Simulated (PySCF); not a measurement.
**Computed properties of CH6ClNSi3, SMILES [SiH3][Si@@H]1N=C[Si@@H]1Cl**

CH6ClNSi3, SMILES [SiH3][Si@@H]1N=C[Si@@H]1Cl. The structure is a stationary point at ωB97X-D3(BJ)/def2-SVP. The structure was generated by enumeration; whether it is a known compound was not checked. Other conformers were not sampled. All values are computed for the isolated molecule unless a solvent is named; none is compared with measurement here.

**Structure.** All 30 harmonic modes at ωB97X-D3(BJ)/def2-SVP (PySCF) are real, so it is a minimum. With heavy atoms numbered as in [SiH3:1][Si@@H:2]1[N:3]=[CH:4][Si@@H:5]1[Cl:6], the shortest bond between them is N3–C4 at 1.288 Å and the longest Si1–Si2 at 2.328 Å.

**Vibrations.** The strongest infrared lines (harmonic, unscaled, degenerate partners summed) lie at 890 cm⁻¹ (248 km/mol, H 86 %, Si 10 %), 2267 cm⁻¹ (163 km/mol, H 96 %), 779 cm⁻¹ (152 km/mol, H 49 %, Si 25 %, N 21 %). The softest mode is at 50 cm⁻¹ and the zero-point energy is 41.8 kcal/mol.

**Electronic structure.** r2SCAN/def2-TZVP (PySCF) places the frontier levels at -5.93 and -2.52 eV, a gap of 3.41 eV, and gives a dipole moment of 0.88 D and a mean polarisability of 112.0 bohr³. PBE/def2-TZVP (PySCF) at the same geometry gives -5.70 and -2.69 eV, so its gap is 0.40 eV narrower. An orbital gap is neither the optical nor the fundamental gap.

**Excitations.** TDA-B3LYP/def2-SVPD (PySCF) has S1 at 3.54 eV (350 nm, f = 0.001, dark); the most intense of the 10 singlets computed lies at 6.35 eV (f = 0.10). T1 (TDA) is at 2.80 eV, 0.74 eV under S1. TDA-PBE/def2-SVPD (PySCF) puts S1 at 3.37 eV. No vertical singlet excitation falls in the visible range (under 3.1 eV).

**NMR.** GIAO shifts at HF/pcSseg-1 (PySCF) (non-relativistic, atoms alike by connectivity averaged): ¹³C at 220.8 ppm against TMS; ¹H from 3.8 to 10.4 ppm against TMS; ²⁹Si from -88.6 to 9.2 ppm against TMS. Without spin–orbit terms, shifts of atoms bonded to Cl or Br come out too high.

**Solvation.** SMD-ωB97X/def2-SVP (PySCF) gives 0.6 kcal/mol in water, -3.8 kcal/mol in dichloromethane, -2.8 kcal/mol in 1-octanol (1 M in both phases, gas-phase geometry); of these solvents dichloromethane holds the molecule best.
